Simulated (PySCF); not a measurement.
SMILES CO[SiH2]C(C)(C)C, GFN2-xTB optimised geometry.

```
21

Si     0.61     0.78     0.00
O      0.40     0.04     1.43
C     -0.77    -0.26     2.14
C     -0.10    -0.17    -1.51
C      0.44     0.44    -2.80
C     -1.63    -0.09    -1.54
C      0.31    -1.64    -1.45
H      0.01     2.12     0.00
H      2.07     0.78     0.00
H     -1.43     0.61     2.19
H     -1.31    -1.08     1.68
H     -0.48    -0.54     3.15
H      0.05    -0.09    -3.67
H      1.53     0.38    -2.83
H      0.15     1.49    -2.89
H     -1.97     0.94    -1.60
H     -2.07    -0.55    -0.65
H     -2.02    -0.62    -2.41
H     -0.09    -2.19    -2.31
H     -0.06    -2.12    -0.55
H      1.39    -1.74    -1.46
```

Density from PySCF 2.14.0 with PBE0/def2-SVP at that geometry.

Minimum of the electron density along straight lines between bonded atoms, close to the bond critical point (lines longer than 1.1 times the sum of covalent radii, or with two minima, are not listed):

```
bond    length / Å  ρ at the minimum / e bohr⁻³  ∇²ρ there / e bohr⁻⁵  position (fraction from the first atom)
------  ----------  ---------------------------  --------------------  ---------------------------------------
Si1–O2       1.623                        0.128                  1.09                                     0.41
O2–C3        1.395                        0.259                 -0.30                                     0.66
Si1–C4       1.923                        0.113                  0.28                                     0.38
C4–C5        1.530                        0.240                 -0.53                                     0.50
C4–C6        1.532                        0.239                 -0.53                                     0.50
C4–C7        1.531                        0.240                 -0.53                                     0.50
Si1–H8       1.469                        0.117                  0.32                                     0.49
Si1–H9       1.455                        0.120                  0.34                                     0.49
C3–H10       1.092                        0.281                 -1.06                                     0.63
C3–H11       1.093                        0.281                 -1.05                                     0.63
C3–H12       1.091                        0.283                 -1.08                                     0.64
C5–H13       1.090                        0.274                 -0.99                                     0.62
C5–H14       1.087                        0.277                 -1.01                                     0.62
C5–H15       1.088                        0.276                 -1.00                                     0.62
C6–H16       1.089                        0.276                 -1.00                                     0.62
C6–H17       1.089                        0.275                 -1.00                                     0.62
C6–H18       1.090                        0.274                 -0.99                                     0.62
C7–H19       1.091                        0.274                 -0.99                                     0.62
C7–H20       1.088                        0.276                 -1.01                                     0.62
C7–H21       1.088                        0.276                 -1.01                                     0.62
```
